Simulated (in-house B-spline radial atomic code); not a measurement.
**Ionising the niobium ion Nb³⁺ with different functionals**

Computed with an all-electron radial atomic-structure program (B-spline basis): four-component Dirac-Coulomb Hamiltonian, Fermi nucleus of rms radius 4.324 fm, spin-restricted, spherical fractional occupations for the functionals. The ionisation energy is the difference of two self-consistent energies, [Kr] 4d2 → [Kr] 4d1, without Breit or QED terms; ε is the level of the shell that loses the electron (mean over j). The electron is taken from both j subshells in proportion to 2j + 1, so the result is a j average, not the step between ground levels.

Hybrids are left out here: with spherical fractional occupations of an open shell their exact exchange keeps a self-interaction that integer-occupation calculations don't have.

| method | rung | ΔSCF (eV) | -ε(4d) (eV) |
| --- | --- | --- | --- |
| LDA VWN5 | LDA | 37.09 | 30.79 |
| relativistic LDA | LDA | 37.11 | 30.81 |
| LDA PW92 | LDA | 37.09 | 30.79 |
| LDA exchange-only | LDA | 35.58 | 29.32 |
| PBE | GGA | 36.90 | 30.59 |
| PBEsol | GGA | 36.86 | 30.56 |
| BLYP | GGA | 36.80 | 30.50 |
| RPBE | GGA | 36.86 | 30.54 |
| PW91 | GGA | 36.97 | 30.66 |
| BP86 | GGA | 36.94 | 30.65 |
| AM05 | GGA | 36.85 | 30.55 |
| OLYP | GGA | 37.00 | 30.63 |

(1) How do they compare with the NIST value?

## Answers

(1) NIST lists 37.61 eV ± 0.022 (measured, ground level to ground level). Errors run from -2.03 to -0.50 eV. The correlated functionals all miss on the same side by more than they spread, so the cause is common to them (Breit-QED terms, spin polarisation, the choice among j levels, multiplet and fine-structure energies, or a listed next ion that isn't the cheapest removal here) and closeness doesn't rank the functionals.
